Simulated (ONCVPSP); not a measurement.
# How hard is this potassium ONCV potential?

potassium, optimised norm-conserving Vanderbilt (ONCV), made with ONCVPSP 4.0.1 (PBE, scalar-relativistic). Core [Ne], reference 3s2 3p6 3d1. Waves: 3s: rc 2.05 bohr, ncon 5, nbas 10, qcut 7.6 1/bohr, 2 projectors, debl 3.6 Ha; 3p: rc 1.70 bohr, ncon 3, nbas 8, qcut 7.2 1/bohr, 3 projectors, debl 3.4 Ha; 3d: rc 4.00 bohr, ncon 4, nbas 7, qcut 2.5 1/bohr, 3 projectors, debl 1.2 Ha; f scattering state at 0.13 Ha: rc 4.30 bohr, ncon 3, nbas 6, qcut 2.3 1/bohr, 2 projectors, debl 1.3 Ha. Local part: polynomial inside 1.20 bohr (lpopt 4, dvloc0 1 Ha). Core correction: none.

For each optimised wave give the share of its norm inside rc, the residual kinetic energy above qcut (Ha) and the cutoffs (Ha) for errors of 10, 1, 0.1 and 0.01 mHa per electron.

```tsv
wave	norm inside rc	residual KE	10 mHa	1 mHa	0.1 mHa	0.01 mHa
3s	0.931	4.9e-08	11.7	16.6	20.4	23.4
s projector 2	0.123	2.4e-07	11.7	17.1	21.2	24.2
3p	0.723	1.2e-07	8.8	12.0	14.8	16.9
p projector 2	0.127	5.0e-06	9.7	13.4	16.6	21.2
p projector 3	0.085	1.9e-05	11.8	14.0	17.6	30.3
3d	0.183	1.1e-03	2.1	3.3	9.3	11.8
d projector 2	0.272	2.6e-01	11.5	14.5	18.5	27.0
d projector 3	0.301	1.3e+00	9.3	16.4	18.9	20.6
f projector 1	0.049	3.1e-06	0.4	0.9	1.7	2.4
f projector 2	0.270	4.4e-02	3.7	10.2	14.2	28.0
```

The occupied waves need 17 Ha and 20 Ha for 1 and 0.1 mHa.
